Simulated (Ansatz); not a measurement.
Reaction (redistribution): `BN[SiH2]NC` + `[SiH3][GaH2]` → `CN[SiH2][GaH2]` + `BN[SiH3]`

Calculated with Ansatz (gas phase, PBE0-D4/def2-TZVP geometries, no zero-point term in ΔE). CBS: MP2 limit from def2 TZ/QZ plus the TZ coupled-cluster correction, frozen cores. DFT in def2-TZVPP. For Ga outer-core shells are correlated without core-valence functions, which leaves a few kJ/mol of doubt a bond. Scalar relativity is left out up to krypton. One conformer a species, not always the lowest.

```
        level  ΔE (kcal/mol)
          PBE            6.3
HF/def2-TZVPP            6.2
```

What does CCSD(T)/CBS give? (Best estimate.)

Computed: +6.3 kcal/mol. The listed levels differ from it by 0.0, -0.1 kcal/mol.

Largest T1 diagnostic among the species: 0.013.
